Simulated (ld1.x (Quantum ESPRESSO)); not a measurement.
**potassium (K): variants of one TM potential**

Base potential:

| Item | Value |
| --- | --- |
| Element | potassium |
| Generator | ld1.x (Quantum ESPRESSO) 7.5 |
| Type | norm-conserving Troullier–Martins (Kleinman–Bylander form) |
| Functional | PBEsol |
| Relativity | scalar-relativistic |
| Frozen core | [Ne] |
| Valence charge | 9 |
| Reference configuration | 3s2 3p6 3d1 4s0 4p0 |
| Partial waves | 3s (bound): rc 1.90 bohr; 3p (bound): rc 1.65 bohr; 3d (bound): rc 4.20 bohr |
| Local potential | all-electron potential smoothed inside 1.40 bohr (lloc = -1) |
| Core correction | a·sin(br)/r model core inside 0.85 bohr |

All-electron outer shells of the reference configuration (PBEsol, scalar-relativistic, ld1.x):

| shell | level (eV) | outermost node (bohr) | outermost maximum (bohr) |
| --- | --- | --- | --- |
| 2s | -354.46 | 0.11 | 0.32 |
| 2p | -281.51 | – | 0.26 |
| 3s | -36.83 | 0.48 | 1.08 |
| 3p | -20.37 | 0.45 | 1.15 |
| 4s | -3.01 | 1.58 | 3.83 |
| 4p | -1.47 | 1.86 | 6.16 |
| 3d | -0.63 | – | 7.91 |

Cutoffs, loose and tight: the cutoffs (Ry, on a coarse ladder) from which the occupation-weighted sum of valence levels, in a spherical-Bessel basis at the reference potential, stays within 10 and 1 mRy of its value at 400 Ry. They do not see the model core or the augmentation charge, which bear on the density cutoff. Test errors are all-electron minus pseudo excitation energies from the reference, over the configurations 3s2 3p6 3d0 4s1 4p0; 3s2 3p6 3d0 4s0 4p0; 3s2 3p6 3d0 4s0.5 4p0; 3s2 3p5 3d0 4s1 4p0; 3s1 3p6 3d0 4s1 4p0; 3s2 3p6 3d0.5 4s0.5 4p0; 3s2 3p6 3d0 4s0 4p1. A dash means not determined; rows that change the core or the reference have their own tests.

```csv
change,outcome,"cutoff, loose","cutoff, tight",bound ghosts,largest test error (meV)
base,generated,25 Ry,50 Ry,none,+368
"all radii but the core radius scaled by about 0.75 (s 1.42, p 1.24, d 3.14 bohr); local potential all-electron potential smoothed inside 1.04 bohr (lloc = -1)",generated,60 Ry,100 Ry,none,+236
"all radii but the core radius scaled by about 0.95 (s 1.80, p 1.56, d 4.00 bohr); local potential all-electron potential smoothed inside 1.34 bohr (lloc = -1)",generated,30 Ry,55 Ry,none,+333
"all radii but the core radius scaled by about 1.04 (s 1.98, p 1.72, d 4.38 bohr); local potential all-electron potential smoothed inside 1.46 bohr (lloc = -1)",generated,25 Ry,45 Ry,none,+402
"all radii but the core radius scaled by about 1.13 (s 2.14, p 1.86, d 4.72 bohr); local potential all-electron potential smoothed inside 1.58 bohr (lloc = -1)",generated,25 Ry,40 Ry,none,+455
"all radii but the core radius scaled by about 1.22 (s 2.32, p 2.00, d 5.12 bohr); local potential all-electron potential smoothed inside 1.70 bohr (lloc = -1)",generated,25 Ry,40 Ry,none,+469
"all radii but the core radius scaled by about 1.26 (s 2.40, p 2.08, d 5.30 bohr); local potential all-electron potential smoothed inside 1.76 bohr (lloc = -1)",generated,25 Ry,40 Ry,none,+483
```

(1) What comes out with this change to the base: all radii but the core radius scaled by about 0.84 (s 1.60, p 1.38, d 3.54 bohr); local potential all-electron potential smoothed inside 1.18 bohr (lloc = -1)?

(2) What comes out with this change to the base: all radii but the core radius scaled by about 1.39 (s 2.64, p 2.30, d 5.86 bohr); local potential all-electron potential smoothed inside 1.96 bohr (lloc = -1)?

Results:

(1) outcome: generated; cutoff, loose: 50 Ry; cutoff, tight: 70 Ry; bound ghosts: none; largest test error (meV): +274.

(2) outcome: generated; cutoff, loose: 25 Ry; cutoff, tight: 40 Ry; bound ghosts: none; largest test error (meV): +290.

Reading the sweep of the scale of all radii but the core radius (base = 1) (base included, trends over the rows without a ghost): The loose cutoff falls from 60 Ry at 0.75 to 25 Ry at 1.39. A larger radius leaves more room for a smooth pseudo-wave, so fewer plane waves are needed; a smaller one forces it to follow the all-electron wave where it bends sharply. The median size of the test errors (rows with all tests solved) is not monotonic: lowest 9.6 meV at 1.39, highest 58.4 meV at 1.26.
